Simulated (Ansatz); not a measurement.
Relaxation of H8N4Si (13 atoms, charge 0, multiplicity 1), to a largest force component of 0.02 eV/Å in at most 40 steps.

The calculation used Ansatz 0.2.0, RKS LDA/6-31G.

```xyz
13
Properties=species:S:1:pos:R:3
Si 0.000 0.000 0.000
N 0.000 0.000 1.820
H -0.877 -0.271 2.350
H 0.877 0.271 2.350
N 1.716 0.000 -0.606
H 2.215 -0.918 -0.787
H 2.217 0.918 -0.778
N -0.857 1.485 -0.606
H -1.877 1.430 -0.889
H -0.337 2.406 -0.677
N -0.857 -1.485 -0.606
H -1.392 -2.101 0.070
H -0.822 -1.734 -1.636
```

Where does it end, and by what steps?

The run converged. Limits of this set-up: no polarisation functions. After 8 steps the energy has fallen by 0.977 eV; H6 moved furthest, 1.08 Å.

```tsv
step	energy less start (eV)	largest force component (eV/Å)	accepted
0	0.0000	1.708	yes
1	-0.5992	1.169	yes
2	-0.7678	0.459	yes
3	-0.8152	0.233	yes
4	-0.8583	0.326	yes
5	-0.8612	1.120	yes
6	-0.9589	0.163	yes
7	-0.9706	0.157	yes
8	-0.9770	0.014	yes
```

```xyz
13
Properties=species:S:1:pos:R:3
Si 0.000 0.000 0.000
N 0.081 -0.259 1.727
H -0.704 -0.649 2.243
H 0.805 0.176 2.296
N 1.687 0.179 -0.421
H 2.417 -0.314 0.087
H 1.972 0.587 -1.309
N -0.721 1.381 -0.790
H -1.725 1.437 -0.951
H -0.211 2.255 -0.901
N -1.045 -1.303 -0.515
H -1.053 -2.200 -0.035
H -1.498 -1.291 -1.426
```

Whether the end is a true minimum wasn't checked by a vibrational analysis.

Run time: 30 s on 1 thread of Arm Neoverse V1 (shared host), peak memory 0.12 GiB.
